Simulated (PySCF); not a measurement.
**Working with the constants of KS⁺**

UHF-CCSD(T) constants of KS⁺, ³Σ⁻ (triplet), unpaired electrons π ↑↑ (basis K def2-SVP, S def2-SVP; no relativity; PySCF 2.14; masses 38.9637 and 31.9721 u):

- ωe: 109.5 cm⁻¹
- ωexe: 0.934 cm⁻¹
- Be: 0.080553 cm⁻¹
- αe: 0.000914 cm⁻¹
- D (centrifugal): 1.74e-07 cm⁻¹
- De to K⁺ + S: 0.401 eV

Task: Give the vibrational terms G(v) and spacings up to v = 6.

Result: G(v) = ωe(v+½) − ωexe(v+½)².

| v | G(v) (cm⁻¹) | G(v) − G(v−1) | Bv (cm⁻¹) |
| --- | --- | --- | --- |
| 0 | 54.5 |  | 0.08010 |
| 1 | 162.1 | 107.6 | 0.07918 |
| 2 | 267.9 | 105.8 | 0.07827 |
| 3 | 371.8 | 103.9 | 0.07735 |
| 4 | 473.8 | 102.0 | 0.07644 |
| 5 | 574.0 | 100.2 | 0.07553 |
| 6 | 672.3 | 98.3 | 0.07461 |

Task: How well does the Morse estimate ωe²/(4ωexe) reproduce De, and what is D0?

Result: It gives 0.398 eV, 99 % of the computed De. D0 = De − G(0) = 0.401 − 0.007 = 0.394 eV.

Correlated steps freeze 10 core orbitals. Correlated levels converge slowly with the basis: in double zeta they bind strong bonds too weakly, by up to about 1 eV, and carry superposition errors of some tenths. For an ion De counts to the pair picked by the measured ionisation energies or electron affinities, which need not be the lowest pair at this level. The state is the lowest determinant that a PBE0 search found; another state may lie lower at other levels.
